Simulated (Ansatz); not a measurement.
Relaxation of Si2W with UKS r2SCAN-D4/def2-TZVP.

```sh
$ ansatz run in.yaml --threads 4 --pin off --events-out ev --progress --plain --max-ram 3916MiB
```

```yaml
crystal:
  periodic: [false, false, false]
  atoms:
    - {symbol: W, position_ang: [-1.159294, -0.082465, -0.432429]}
    - {symbol: Si, position_ang: [0.911362, -0.935321, -0.486843]}
    - {symbol: Si, position_ang: [0.247942, 1.017776, 0.919272]}
basis:
  gaussian: {orbitals: def2-TZVP}
magnetization: {spin_polarized: true, initial_magnetization: 4}
hamiltonian: {xc: r2scan, dispersion: d4}
scf: {lower_state_search: "off"}
output: {orbitals: {seedname: orbitals}}
relax: {f_tol: 0.02, max_steps: 100}
```

Run time 15 s (4 threads of Arm Neoverse V1 on a shared host).

Positions (Å) and forces (eV/Å) at steps 1, 2, 3, 4, 5 of 5:

```xyz
3
step=1 energy=-17575.9917 eV
W    -1.159   -0.082   -0.432   -3.391   -0.241   -1.265
Si    0.911   -0.935   -0.487    1.572    0.483    0.893
Si    0.248    1.018    0.919    1.818   -0.242    0.371
3
step=2 energy=-17576.5446 eV
W    -1.298   -0.092   -0.484   -0.269   -0.019   -0.100
Si    0.952   -0.845   -0.399   -0.007    0.426    0.350
Si    0.346    0.937    0.884    0.276   -0.407   -0.249
3
step=3 energy=-17576.5549 eV
W    -1.326   -0.094   -0.495   -0.104   -0.007   -0.039
Si    0.951   -0.801   -0.364    0.213   -0.471   -0.322
Si    0.375    0.896    0.858   -0.109    0.478    0.361
3
step=4 energy=-17576.5678 eV
W    -1.325   -0.094   -0.494    0.063    0.004    0.023
Si    0.957   -0.820   -0.377   -0.041    0.026    0.009
Si    0.368    0.914    0.871   -0.022   -0.031   -0.032
3
step=5 energy=-17576.5680 eV
W    -1.322   -0.094   -0.493   -0.002    0.000   -0.001
Si    0.955   -0.819   -0.377    0.002   -0.001   -0.001
Si    0.367    0.913    0.870    0.001    0.001    0.001
```

In the def2 sets W takes a core potential; there is no spin–orbit coupling. The charge 0 quintet is spin-contaminated (final ⟨S²⟩ up to 6.21, 6.00 for a pure state). At r2SCAN-D4/def2-TZVP a triplet of charge 0 lies 0.75 eV below the quintet, each at its own geometry. The structure comes from a short search, and lower isomers may exist.
